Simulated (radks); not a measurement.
The numbers below are computed, except where a source is named.
Nd2+, 58 electrons, occupied as [Kr] 4d10 4f4 5s2 5p5 5d1 (not the ground configuration). Code: a radial shooting solver on a logarithmic mesh with Libxc functionals. Model: non-relativistic Kohn-Sham, PBE, spin-polarised, spherical densities, point nucleus; open shells are filled with parallel spins first (spin-orbit coupling, left out, can overturn this in heavy ions); relativity is left out, which matters for an element this heavy.

Normalised radial functions P(r) = r R(r), r in bohr:

```
   r/bohr * 5s up, o 5p down, + 5d up (the largest magnitude, 0.949, reaches the edge; | marks zero, & curves that meet)
0.0009656                             &*
 0.001298                             &*
 0.001745                             &*
 0.002328                             & *
  0.00313                             & *
 0.004175                             & *
 0.005613                             &  *
 0.007546                             +o  *
  0.01006                             +o  *
  0.01353                             +o  *
  0.01819                             + o *
  0.02426                             + *o
  0.03262                             *+  o
  0.04386                          *  |+    o
   0.0585                       *     | +   o
  0.07865                      *      |  +o
   0.1049                          *  o    +
    0.141                        o    |  *  +
   0.1896                     o       |    +   *
   0.2529                       o     | +     *
     0.34                          &  |  o
   0.4572                *    +       |           o
   0.6097                  *  +       |          o
   0.8198                           & |    *
    1.102           o                 |       +              *
     1.47    o                        |                +         *
    1.976        o                    |                  *+
    2.636                 o           |       *         +
    3.544                         o   | *        +
    4.765                            o*    +
    6.355                             & +
    8.544                             &
```

5s up: eigenvalue -51.905 eV, 4 radial nodes at r = 0.0323, 0.123, 0.319, 0.757 bohr, <r> = 1.54 bohr, 90 % of the charge inside 2.21 bohr. 5p down: eigenvalue -34.214 eV, 3 radial nodes at r = 0.106, 0.311, 0.788 bohr, <r> = 1.75 bohr, 90 % of the charge inside 2.55 bohr. 5d up: eigenvalue -15.835 eV, 2 radial nodes at r = 0.284, 0.874 bohr, <r> = 2.43 bohr, 90 % of the charge inside 3.69 bohr.
